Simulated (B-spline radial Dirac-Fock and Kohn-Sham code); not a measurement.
A summary of the ionisation energies of rhenium (Z = 75) against charge, from Dirac-Fock energy differences between relaxed states, corrected for Breit and QED terms and from the NIST table. The largest relative steps of the computed values, from charge +5 on, come at Re⁷⁺ (68 electrons left, 80.78 to 147.1 eV); Re²⁹⁺ (46 electrons left, 936.3 to 1201.2 eV); Re⁴⁷⁺ (28 electrons left, 2513.4 to 4239.7 eV); Re⁶⁵⁺ (10 electrons left, 7365.8 to 16568.3 eV). The median of |NIST − computed| / NIST over the 73 ions is 1.75 %.

```
charge  computed (eV)  NIST (eV)
     0           7.20    7.83352
     5          65.74         67
    10          206.1        208
    15          367.3        377
    20          550.4        570
    25          783.1        810
    30         1252.2       1242
    35         1517.0       1530
    40         2001.5       1966
    45         2450.6       2450
    50         4638.5       4609
    55         5334.4       5388
    60         6430.2       6300
    65        16568.3      16080
    70        18382.1      19420
```
